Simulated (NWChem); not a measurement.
System: B2, triplet; SMILES [B][B]

Here is an NWChem input.

```
start job
memory heap 200 mb stack 900 mb global 1100 mb
geometry units angstroms noautosym nocenter noautoz
  B      0.000000     0.000000    -0.812772
  B      0.000000     0.000000     0.812772
end
basis spherical
  * library def2-tzvp
end
dft
  odft
  mult 3
  xc r2scan
  iterations 150
end
task dft gradient
```

Output (shortened):

```
             Northwest Computational Chemistry Package (NWChem) 7.3.0
             --------------------------------------------------------

                             Geometry "geometry" -> ""
                             -------------------------

 Output coordinates in angstroms (scale by  1.889725989 to convert to a.u.)

  No.       Tag          Charge          X              Y              Z
 ---- ---------------- ---------- -------------- -------------- --------------
    1 B                    5.0000     0.00000000     0.00000000    -0.81277200
    2 B                    5.0000     0.00000000     0.00000000     0.81277200

 Effective nuclear repulsion energy (a.u.)       8.1384639388

                                 NWChem DFT Module
                                 -----------------

 Summary of "ao basis" -> "ao basis" (spherical)
 ------------------------------------------------------------------------------
       Tag                 Description            Shells   Functions and Types
 ---------------- ------------------------------  ------  ---------------------
 B                         def2-tzvp                11       31   5s3p2d1f

            General Information
            -------------------
          SCF calculation type: DFT
          Wavefunction type:  spin polarized.
          No. of atoms     :     2
          No. of electrons :    10
           Alpha electrons :     6
            Beta electrons :     4
          Charge           :     0
          Spin multiplicity:     3
          Use of symmetry is: off; symmetry adaption is: off
          Maximum number of iterations: 150
          AO basis - number of functions:    62
                     number of shells:    22
          Convergence on energy requested:  1.00D-06
          Convergence on density requested:  1.00D-05
          Convergence on gradient requested:  5.00D-04

              XC Information
              --------------
                      r^2SCAN Method XC Functional
               r^2SCAN metaGGA Exchange Functional  1.000
                     r^2SCAN Correlation Potential  1.000

             Grid Information
             ----------------
          Grid used for XC integration:  medium
          Radial quadrature: Mura-Knowles
          Angular quadrature: Lebedev.
          Tag              B.-S. Rad. Rad. Pts. Rad. Cut. Ang. Pts.
          ---              ---------- --------- --------- ---------
          B                   0.85       49           9.0       434
          Grid pruning is: on
          Number of quadrature shells:    98
          Spatial weights used:  Erf1

      Superposition of Atomic Density Guess
      -------------------------------------

 Sum of atomic energies:         -49.06942569

      Non-variational initial energy
      ------------------------------

 Total energy =     -49.183403
 1-e energy   =     -80.793242
 2-e energy   =      23.471375
 HOMO         =      -0.110572
 LUMO         =      -0.110572

   convergence    iter        energy       DeltaE   RMS-Dens  Diis-err
 ---------------- ----- ----------------- --------- --------- ---------
 d= 0,ls=0.0,diis     1    -49.3438293804 -5.75D+01  5.01D-03  4.64D-02
                                                     4.21D-03  2.71D-02
 d= 0,ls=0.0,diis     2    -49.3740422119 -3.02D-02  2.15D-03  1.80D-02
                                                     2.06D-03  1.06D-02
 d= 0,ls=0.0,diis     3    -49.3862122873 -1.22D-02  4.71D-04  5.77D-04
                                                     4.72D-04  4.59D-04
 d= 0,ls=0.0,diis     4    -49.3867458763 -5.34D-04  1.26D-04  2.60D-05
                                                     3.02D-04  1.51D-05
 d= 0,ls=0.0,diis     5    -49.3867691859 -2.33D-05  4.36D-05  6.41D-07
                                                     8.62D-05  1.26D-06
  Resetting Diis
 d= 0,ls=0.0,diis     6    -49.3867705681 -1.38D-06  1.74D-05  4.46D-08
                                                     1.81D-05  1.15D-08
 d= 0,ls=0.0,diis     7    -49.3867706208 -5.27D-08  3.70D-06  3.48D-09
                                                     3.45D-06  1.68D-09

         Total DFT energy =      -49.386770620830
      One electron energy =      -81.010173882398
           Coulomb energy =       31.321555234785
    Exchange-Corr. energy =       -7.836615912054
 Nuclear repulsion energy =        8.138463938837

 Numeric. integr. density =       10.000000262365

                    DFT Final Alpha Molecular Orbital Analysis
                    ------------------------------------------

 Vector    4  Occ=1.000000D+00  E=-2.907358D-01
              MO Center= -5.3D-09,  5.3D-09, -2.7D-04, r^2= 2.7D+00
   Bfn.  Coefficient  Atom+Function         Bfn.  Coefficient  Atom+Function
  ----- ------------  ---------------      ----- ------------  ---------------
     4      0.329716  1 B  s                 35     -0.329680  2 B  s
     3      0.298593  1 B  s                 34     -0.298582  2 B  s
     5      0.207910  1 B  s                 36     -0.207893  2 B  s
    11     -0.161373  1 B  pz                42     -0.161288  2 B  pz
     2     -0.154940  1 B  s                 33      0.154939  2 B  s

[...]

                         DFT ENERGY GRADIENTS

    atom               coordinates                        gradient
                 x          y          z           x          y          z
   1 B       0.000000   0.000000  -1.535916   -0.000000   0.000000  -0.002966
   2 B       0.000000   0.000000   1.535916    0.000000  -0.000000   0.002966
```

Level: r2SCAN/def2-TZVP, spin-unrestricted. All runs use the structure optimised with PBE0/def2-SVP, spin-unrestricted. No stability test was run on the SCF state.
